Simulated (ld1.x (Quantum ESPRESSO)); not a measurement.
# Ranking PAW potentials for oxygen

All share these settings but for the change named:

* Element: O
* Generator: ld1.x (Quantum ESPRESSO) 7.5
* Type: PAW
* Functional: PBE
* Relativity: scalar-relativistic
* Frozen core: [He]
* Valence charge: 6
* Reference configuration: 2s2 2p2.5 (charge +1.5)
* Partial waves: 2s (bound): rcut 0.85, rcutus 1.00 bohr; 2s channel at -1.85 Ry: rcut 0.85, rcutus 1.00 bohr; 2p (bound): rcut 1.05, rcutus 1.35 bohr; 2p channel at 0.5 Ry: rcut 1.05, rcutus 1.35 bohr; 3d channel at 0.35 Ry: rcut 0.90, rcutus 1.25 bohr; 3d channel at 0.95 Ry: rcut 0.90, rcutus 1.25 bohr
* Local potential: all-electron potential smoothed inside 0.90 bohr (lloc = -1)
* Core correction: Bessel-smoothed model core inside 0.70 bohr
* Augmentation charge: BESSEL, radius 0.85 bohr

Test errors are all-electron minus pseudo excitation energies from the reference, over 2s2 2p4; 2s2 2p3; 2s2 2p2; 2s1 2p4; 2s2 2p0; 2s0 2p6; 2s2 2p1. None of these files shows a bound ghost.

The base gives 8.8 meV.

Of 8 variants that were run, those that failed, showed a ghost or another fault, or gave nearly equal values are left out.

A variant can come out equal or close to the base, since the largest error may sit in a test that the change hardly touches while other tests move.

(1) Rank these variants by their largest absolute test error, smallest first.
A. waves 2p (bound): rcut 1.05, rcutus 2.04 bohr; 2p channel at 0.5 Ry: rcut 1.05, rcutus 2.04 bohr
B. waves 2p (bound): rcut 1.05, rcutus 1.54 bohr; 2p channel at 0.5 Ry: rcut 1.05, rcutus 1.54 bohr
C. waves 2p (bound): rcut 1.05, rcutus 1.18 bohr; 2p channel at 0.5 Ry: rcut 1.05, rcutus 1.18 bohr
D. waves 2p (bound): rcut 0.96, rcutus 1.02 bohr; 2p channel at 0.5 Ry: rcut 0.96, rcutus 1.02 bohr
E. waves 2p (bound): rcut 1.05, rcutus 1.36 bohr; 2p channel at 0.5 Ry: rcut 1.05, rcutus 1.36 bohr

Answers

(1) C (3.1 meV), D (7.1 meV), E (8.8 meV), B (17.8 meV), A (173.6 meV).
